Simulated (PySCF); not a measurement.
Compound: C₈H₁₄O.
Atom-mapped SMILES: `[CH3:1][C:2](=[O:3])[CH:4]1[CH2:5][CH2:6][CH2:7][CH2:8][CH2:9]1`

Geometry (GFN2-xTB, Å), atoms numbered from 1 in this order:
```
atom  x, y, z in Å
C1     2.5221   -1.0998   -0.0265
C2     1.5799   -0.1295    0.6479
O3     1.5580   -0.0026    1.8460
C4     0.7103    0.6969   -0.2889
C5    -0.0470   -0.1609   -1.3097
C6    -1.1119   -1.0062   -0.6179
C7    -2.1039   -0.1044    0.1088
C8    -1.3767    0.7519    1.1399
C9    -0.2750    1.5800    0.4833
H10    2.9208   -0.6890   -0.9494
H11    3.3337   -1.3479    0.6534
H12    1.9833   -2.0167   -0.2599
H13    1.4122    1.3441   -0.8326
H14   -0.5342    0.5061   -2.0253
H15    0.6407   -0.7968   -1.8684
H16   -0.6388   -1.6757    0.1042
H17   -1.6326   -1.6199   -1.3562
H18   -2.6034    0.5427   -0.6171
H19   -2.8688   -0.7093    0.5997
H20   -0.9338    0.1101    1.9023
H21   -2.0845    1.4198    1.6349
H22   -0.7215    2.2982   -0.2085
H23    0.2666    2.1358    1.2503
```

NICS is the negative of the GIAO shielding at a point without a nucleus: at the ring centre (0) and 1 Å above and below it (1); zz is the component along the ring normal. Level: GIAO PBE0/pcSseg-1 (PySCF, non-relativistic, gas phase) on the GFN2-xTB geometry, one conformer.

Ring bond lengths (Å), with Mayer bond orders in brackets: C4–C5 1.533 (1.01), C5–C6 1.525 (1.03), C6–C7 1.525 (1.04), C7–C8 1.525 (1.03), C8–C9 1.527 (1.03), C9–C4 1.532 (1.04).

**Question.** Give the NICS values of each ring in ppm.

**Answer.** 
```json
{"ring": "C4–C5–C6–C7–C8–C9", "type": "6-membered carbocycle; formal bonds all single", "NICS(0)": "-2.6", "NICS(1), two faces": "-2.2 / -2.8", "NICS(1)zz, two faces": "2.9 / 3.0", "rms pucker (Å)": "0.24", "centre to ring atoms, mean (Å)": "1.47"}
```

**Question.** What do they say, and how far can they be read as aromaticity?

**Answer.** 
- C4–C5–C6–C7–C8–C9: mean NICS(1)zz 3.0 ppm, near zero. C4, C5, C6, C7, C8, C9 have four or more neighbours, and the NICS criterion for π rings isn't applied.

**Question.** Give the inner angles of the rings and the Hirshfeld charges of the ring atoms.

**Answer.** 
- C4–C5–C6–C7–C8–C9: C4 109.9° (-0.033 e), C5 110.7° (-0.068 e), C6 110.0° (-0.070 e), C7 110.1° (-0.070 e), C8 111.0° (-0.073 e), C9 111.6° (-0.074 e); sum 663.3° against 720° for a flat convex ring.

**Question.** What are the shieldings of the ring atoms and their hydrogens in the same run (means over atoms taken as equivalent)?

**Answer.** 
```csv
atoms,environment,σ isotropic (ppm),"principal values of the symmetric part, first atom (ppm)"
C4,sp3 carbon next to a carbonyl,134.9,"110.5, 135.0, 159.2"
C5 (×2),ring CH2 carbon,155.8,"145.6, 155.9, 161.3"
C6 (×2),ring CH2 carbon,160.5,"154.6, 160.8, 163.3"
C7,ring CH2 carbon,156.3,"151.4, 156.9, 160.5"
H13,methine hydrogen,29.38,"25.2, 28.5, 34.4"
H14 (×2),methylene hydrogen,30.38,"27.3, 27.7, 35.3"
H15 (×2),methylene hydrogen,29.44,"25.7, 27.7, 35.2"
H16 (×2),methylene hydrogen,30.34,"27.3, 30.0, 35.1"
H17 (×2),methylene hydrogen,30.22,"24.9, 28.1, 37.4"
H18,methylene hydrogen,30.60,"26.9, 28.6, 36.3"
H19,methylene hydrogen,30.03,"25.2, 27.7, 37.2"
```
